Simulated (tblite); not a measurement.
Parent: `[CH3:1][O:2][Si@H:3]([OH:4])[n:5]1[cH:6][cH:7][cH:8][cH:9]1` with C1–O2–Si3–O4 -54°, O2–Si3–O4–H -163°, O2–Si3–N5–C6 -12°, C5H9NO2Si.

Structures optimised with GFN2-xTB, isolated species. One conformer each, not checked by frequencies here.

| coordinate of the parent | value |
| --- | --- |
| C1–O2 | 1.398 Å |
| O2–Si3 | 1.608 Å |
| Si3–O4 | 1.625 Å |
| Si3–N5 | 1.742 Å |
| N5–C6 | 1.368 Å |
| C6–C7 | 1.361 Å |
| C7–C8 | 1.415 Å |
| C8–C9 | 1.361 Å |
| N5–C9 | 1.369 Å |
| C1–O2–Si3 | 127.8° |
| O2–Si3–O4 | 109.2° |
| O2–Si3–N5 | 103.2° |
| O4–Si3–N5 | 112.0° |
| Si3–N5–C6 | 128.4° |
| Si3–N5–C9 | 124.3° |
| C6–N5–C9 | 107.2° |
| N5–C6–C7 | 109.5° |
| C6–C7–C8 | 106.9° |
| C7–C8–C9 | 106.7° |
| N5–C9–C8 | 109.7° |

**Question.** How does the shared frame change in `[CH3:1][O:2][CH2:3][Si@@H:4]([OH:5])[n:6]1[cH:7][cH:8][cH:9][cH:10]1` with C1–O2–C3–Si4 -178°, O2–C3–Si4–O5 -49°, C3–Si4–O5–H 42°, C3–Si4–N6–C7 6°, C6H11NO2Si? Atoms pair as Si3 = Si4, O4 = O5, N5 = N6, C6 = C7, C7 = C8, C8 = C9, C9 = C10 (parent first).

**Answer.** 
| parent | relative | value in the relative | change |
| --- | --- | --- | --- |
| Si3–O4 | Si4–O5 | 1.618 Å | -0.007 |
| Si3–N5 | Si4–N6 | 1.751 Å | +0.009 |
| N5–C6 | N6–C7 | 1.372 Å | +0.004 |
| C6–C7 | C7–C8 | 1.360 Å | -0.001 |
| C7–C8 | C8–C9 | 1.416 Å | +0.001 |
| C8–C9 | C9–C10 | 1.360 Å | -0.001 |
| N5–C9 | N6–C10 | 1.372 Å | +0.003 |
| O4–Si3–N5 | O5–Si4–N6 | 111.1° | -0.9 |
| Si3–N5–C6 | Si4–N6–C7 | 129.1° | +0.7 |
| Si3–N5–C9 | Si4–N6–C10 | 123.9° | -0.4 |
| C6–N5–C9 | C7–N6–C10 | 107.0° | -0.2 |
| N5–C6–C7 | N6–C7–C8 | 109.6° | +0.1 |
| C6–C7–C8 | C7–C8–C9 | 106.9° | 0.0 |
| C7–C8–C9 | C8–C9–C10 | 106.8° | +0.1 |
| N5–C9–C8 | N6–C10–C9 | 109.6° | -0.1 |

Of the parent's bonds, Si3–N5 changes most (+0.009 Å). Bonds of the relative outside the shared frame: C1–O2 1.402, O2–C3 1.417, C3–Si4 1.905 Å. Point group C1 → C1.

**Question.** How does the shared frame change in `[CH3:1][O:2][Si@H:3]([OH:4])[n:5]1[cH:6][cH:7][cH:8][c:9]1[CH3:10]` with C1–O2–Si3–O4 -55°, O2–Si3–O4–H -171°, O2–Si3–N5–C6 123°, C6H11NO2Si? Atoms pair as C1 = C1, O2 = O2, Si3 = Si3, O4 = O4, N5 = N5, C6 = C9, C7 = C8, C8 = C7, C9 = C6 (parent first).

**Answer.** 
```json
{"parent": "C1–O2", "relative": "C1–O2", "value in the relative": "1.399 Å", "change": "+0.001"}
{"parent": "O2–Si3", "relative": "O2–Si3", "value in the relative": "1.610 Å", "change": "+0.002"}
{"parent": "Si3–O4", "relative": "Si3–O4", "value in the relative": "1.624 Å", "change": "-0.001"}
{"parent": "Si3–N5", "relative": "Si3–N5", "value in the relative": "1.741 Å", "change": "-0.001"}
{"parent": "N5–C6", "relative": "N5–C9", "value in the relative": "1.375 Å", "change": "+0.007"}
{"parent": "C6–C7", "relative": "C9–C8", "value in the relative": "1.364 Å", "change": "+0.003"}
{"parent": "C7–C8", "relative": "C8–C7", "value in the relative": "1.416 Å", "change": "+0.001"}
{"parent": "C8–C9", "relative": "C7–C6", "value in the relative": "1.358 Å", "change": "-0.003"}
{"parent": "N5–C9", "relative": "N5–C6", "value in the relative": "1.374 Å", "change": "+0.005"}
{"parent": "C1–O2–Si3", "relative": "C1–O2–Si3", "value in the relative": "128.7°", "change": "+0.9"}
{"parent": "O2–Si3–O4", "relative": "O2–Si3–O4", "value in the relative": "108.8°", "change": "-0.4"}
{"parent": "O2–Si3–N5", "relative": "O2–Si3–N5", "value in the relative": "105.0°", "change": "+1.8"}
{"parent": "O4–Si3–N5", "relative": "O4–Si3–N5", "value in the relative": "110.9°", "change": "-1.1"}
{"parent": "Si3–N5–C6", "relative": "Si3–N5–C9", "value in the relative": "127.2°", "change": "-1.2"}
{"parent": "Si3–N5–C9", "relative": "Si3–N5–C6", "value in the relative": "125.4°", "change": "+1.1"}
{"parent": "C6–N5–C9", "relative": "C9–N5–C6", "value in the relative": "107.3°", "change": "+0.1"}
{"parent": "N5–C6–C7", "relative": "N5–C9–C8", "value in the relative": "108.9°", "change": "-0.6"}
{"parent": "C6–C7–C8", "relative": "C9–C8–C7", "value in the relative": "107.4°", "change": "+0.5"}
{"parent": "C7–C8–C9", "relative": "C8–C7–C6", "value in the relative": "106.7°", "change": "0.0"}
{"parent": "N5–C9–C8", "relative": "N5–C6–C7", "value in the relative": "109.7°", "change": "0.0"}
```

Of the parent's bonds, N5–C6 changes most (+0.007 Å). Bonds of the relative outside the shared frame: C9–C10 1.486 Å. Point group C1 → C1.

**Question.** How does the shared frame change in `[O:1]=[CH:2][O:3][Si@@H:4]([OH:5])[n:6]1[cH:7][cH:8][cH:9][cH:10]1` with O1–C2–O3–Si4 1°, C2–O3–Si4–O5 42°, O3–Si4–O5–H -46°, O3–Si4–N6–C7 21°, C5H7NO3Si? Atoms pair as C1 = C2, O2 = O3, Si3 = Si4, O4 = O5, N5 = N6, C6 = C7, C7 = C8, C8 = C9, C9 = C10 (parent first).

**Answer.** 
```tsv
parent	relative	value in the relative	change
C1–O2	C2–O3	1.306 Å	-0.092
O2–Si3	O3–Si4	1.679 Å	+0.071
Si3–O4	Si4–O5	1.610 Å	-0.015
Si3–N5	Si4–N6	1.729 Å	-0.013
N5–C6	N6–C7	1.375 Å	+0.007
C6–C7	C7–C8	1.358 Å	-0.003
C7–C8	C8–C9	1.418 Å	+0.003
C8–C9	C9–C10	1.358 Å	-0.003
N5–C9	N6–C10	1.372 Å	+0.003
C1–O2–Si3	C2–O3–Si4	121.6°	-6.2
O2–Si3–O4	O3–Si4–O5	112.4°	+3.2
O2–Si3–N5	O3–Si4–N6	103.2°	0.0
O4–Si3–N5	O5–Si4–N6	107.3°	-4.7
Si3–N5–C6	Si4–N6–C7	128.1°	-0.3
Si3–N5–C9	Si4–N6–C10	124.3°	0.0
C6–N5–C9	C7–N6–C10	107.2°	0.0
N5–C6–C7	N6–C7–C8	109.3°	-0.2
C6–C7–C8	C7–C8–C9	107.0°	+0.1
C7–C8–C9	C8–C9–C10	106.9°	+0.2
N5–C9–C8	N6–C10–C9	109.5°	-0.2
```

Of the parent's bonds, C1–O2 changes most (-0.092 Å). Bonds of the relative outside the shared frame: O1=C2 1.197 Å. Point group C1 → C1.

The numbers are calculated, not measured.
